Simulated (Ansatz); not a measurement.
Relaxation of ClFH6OSi (10 atoms, charge 0, multiplicity 1), to a largest force component of 0.03 eV/Å in at most 50 steps.

These are results of RKS BLYP/def2-SVP in Ansatz 0.2.0, not measurements.

```xyz
10
Properties=species:S:1:pos:R:3
Si -1.679 0.776 0.476
Cl -0.315 1.414 -1.026
H -2.420 -0.424 -0.002
H -0.935 0.545 1.746
H -2.631 1.920 0.650
H 0.863 -1.498 0.396
F -0.024 -1.703 0.534
H 2.048 0.322 -0.668
O 2.606 -0.479 -0.609
H 2.487 -0.873 -1.496
```

Question: Where does it end, and by what steps?

Answer: It converged. The force dipped under the threshold on the way, but the program's further checks kept it going. After 16 steps the energy has fallen by 0.283 eV; Cl2 moved furthest, 0.49 Å.

```
step  energy less start (eV)  largest force component (eV/Å)  accepted
   0                  0.0000                           1.573       yes
   1                 -0.1383                           0.906       yes
   2                 -0.2449                           0.515       yes
   3                 -0.2576                           0.213       yes
   4                 -0.2724                           0.160       yes
   5                 -0.2761                           0.111       yes
   6                 -0.2783                           0.027       yes
   7                 -0.2796                           0.097       yes
   8                 -0.2806                           0.075       yes
   9                 -0.2812                           0.026       yes
  10                 -0.2816                           0.048       yes
  11                 -0.2820                           0.066       yes
  12                 -0.2822                           0.055       yes
  13                 -0.2824                           0.048       yes
  14                 -0.2825                           0.039       yes
  15                 -0.2826                           0.033       yes
  16                 -0.2826                           0.025       yes
```

```xyz
10
Properties=species:S:1:pos:R:3
Si -1.567 0.756 0.450
Cl -0.058 1.703 -0.728
H -2.014 -0.481 -0.244
H -1.044 0.545 1.826
H -2.684 1.755 0.473
H 1.090 -1.308 0.306
F 0.270 -1.556 0.767
H 1.762 0.242 -0.691
O 2.206 -0.638 -0.636
H 2.041 -1.019 -1.523
```

Whether the end is a true minimum wasn't checked by a vibrational analysis.

The run took 21 s on 2 threads of Intel(R) Xeon(R) Platinum 8488C (Sapphire Rapids) (shared host), peak memory 0.16 GiB.
